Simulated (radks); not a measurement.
Values are calculated unless marked as measured or tabulated.
Problem. These are the eigenvalues of the occupied orbitals of an atom or ion with whole-number occupations (eV). Level of theory: non-relativistic Kohn-Sham, LDA (Slater exchange, Perdew-Wang correlation), spin-polarised, spherical densities, point nucleus (a radial shooting solver on a logarithmic mesh with Libxc functionals).

orbital  eigenvalue
1s up     -1522.012
1s down   -1521.857
2s up     -127.7154
2s down   -127.5044
2p up      -90.4307
2p down    -90.2011
3s up      -24.5398

Which element is it, and in what charge state? The configuration may be excited. Open shells, if any, are filled with parallel spins first.

Solution. Z = 13, aluminium, charge +2: Al2+ in [Ne] 3s1. The list shows which subshells hold electrons but not how many an open one holds; the 1s level, -55.933 hartree, gives Z - s = 10.6 by -(Z - s)^2/2, which with screening narrows Z to a few neighbours, and the depths of the outer levels then fix element, charge and occupations together.
